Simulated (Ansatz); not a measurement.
A structure relaxed at PBE-D4/def2-SVP in Ansatz, charge 0, singlet:

```xyz
8

Ti    1.0806    0.3265   -1.6063
Ti    0.6202    1.7864    0.7553
Ti    2.5574    0.7983   -0.4347
Si   -1.2745    0.6028   -0.4903
Si   -1.1314    0.4453    1.9180
Si   -0.6477   -1.5262   -1.4974
Si    0.5828   -0.7778    0.6106
Si   -1.7874   -1.6553    0.7448
```

(1) Give its formula.

(2) Summarise the bond lengths by kind (pairs closer than 1.2 times the sum of covalent radii, bridged metal pairs left out).

## Answers

(1) Ti₃Si₅.

(2) 9 × Si–Si 2.42 to 2.62 Å; 7 × Si–Ti 2.49 to 2.73 Å; 3 × Ti–Ti 1.94 to 2.81 Å.

This restricted singlet of an open-shell metal (gap down to 0.31 eV) wasn't tested against broken symmetry. The relaxation made no stability test and no search for a lower SCF solution. No other spin state of charge 0 was run. Another isomer (triplet) lies 1.09 eV lower at PBE0-D4/def2-TZVP; other spin states weren't run for this one.
